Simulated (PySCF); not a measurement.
Method: PBE-D3(BJ)/def2-TZVP // B3LYP-D3(BJ)/def2-TZVP (PySCF 2.14.0). Gas-phase values, no solvent. One relaxed conformer stands for a flexible species; it need not be the lowest. Delta-SCF ions had no search for a lower state. 

Reference species (SMILES): `[SiH2]1[Si](C1)=O` (neutral, multiplicity 1).

```yaml
vertical ionisation energy (Delta-SCF): 8.94 eV
LUMO: -3.17 eV
```

Changed species: `C=[SiH][SiH]=O` (C–Si–Si–O torsion 180°).

Q: Give the shifts of the vertical ionisation energy (Delta-SCF) and LUMO.

A: the vertical ionisation energy (Delta-SCF) goes up by 0.24 eV, to 9.18 eV; the LUMO falls by 0.61 eV, to -3.78 eV.
